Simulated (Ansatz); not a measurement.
`COCBF` + `C[Si](C)(C)F` → `C[Si](C)(F)BF` + `CCOC`  (formal exchange of groups at a B–C bond)

Computed with Ansatz on PBE0-D4/def2-TZVP structures; ΔE is electronic, products minus reactants. CCSD(T)/CBS adds triple-zeta CCSD(T) − MP2 to the extrapolated MP2 energy (def2 sets, frozen cores). One conformer a species, not always the lowest.

```
        species  HF/CBS(def2) energy (Eh)
        `COCBF`                -278.37708
 `C[Si](C)(C)F`                -507.45279
`C[Si](C)(F)BF`                -592.60600
         `CCOC`                -193.19734
```

**Question.** Work out ΔE.

**Answer.** ΔE = (-592.60600) + (-193.19734) − (-278.37708) − (-507.45279) = 0.02653 Eh = +69.7 kJ/mol. CCSD(T)/CBS gives +71.9 kJ/mol.

Largest T1 diagnostic among the species: 0.012.

From PBE to PBE0 (25 % exact exchange), in def2-TZVPP and without D4, ΔE moves by +3.3 kJ/mol.
